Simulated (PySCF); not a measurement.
CBrF2, SMILES Br[C](F)F (connectivity only; charge and spin as stated), charge +1, multiplicity 1. Geometry: B3LYP-D3(BJ)/def2-SVP. The spin state was assumed, not searched. The isomer is the one that the SMILES or the coordinates give; other isomers of the formula were not compared.

Level of theory: B3LYP-D3(BJ)/def2-SVP (PySCF).

Harmonic wavenumbers (cm⁻¹): 360, 423, 631, 756, 1398, 1545. Rotational constants (GHz): 11.84, 3.038, 2.417; symmetry number 2.

Question: Work out the zero-point energy and the ideal-gas rigid-rotor harmonic-oscillator thermochemistry at 298.15 K and 1 atm.

Answer: ZPE = ½ Σ hcν = ½ × 5113 cm⁻¹ = 30.58 kJ/mol. H − E(el) = 42.82 kJ/mol. Entropy in J/(mol K): translation 169.44, rotation 101.84, vibration 11.21, total 282.49. G − E(el) = -41.40 kJ/mol. Cp = 53.51 J/(mol K).
